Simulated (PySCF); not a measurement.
Vertical excitations of a molecule C₆H₆O from TDA-PBE/def2-SVPD run with PySCF, as energy in eV (oscillator strength): 4.02 (0.000), 4.92 (0.464), 4.92 (0.006), 5.21 (0.001), 5.44 (0.001), 5.76 (0.002), 5.83 (0.001), 6.15 (0.001), 6.34 (0.000), 6.59 (0.000). Lowest triplet (TDA): 2.89 eV. Geometry optimised at B3LYP-D3(BJ)/def2-SVP. The values are those of a single conformer.

Question: Which structure fits?
A) C#C[C@@H]1C=C(C)O1
B) CC#CC1=COC1
C) C=Cc1ccco1
D) C=C=C1C=COC1

Answer: D, C=C=C1C=COC1
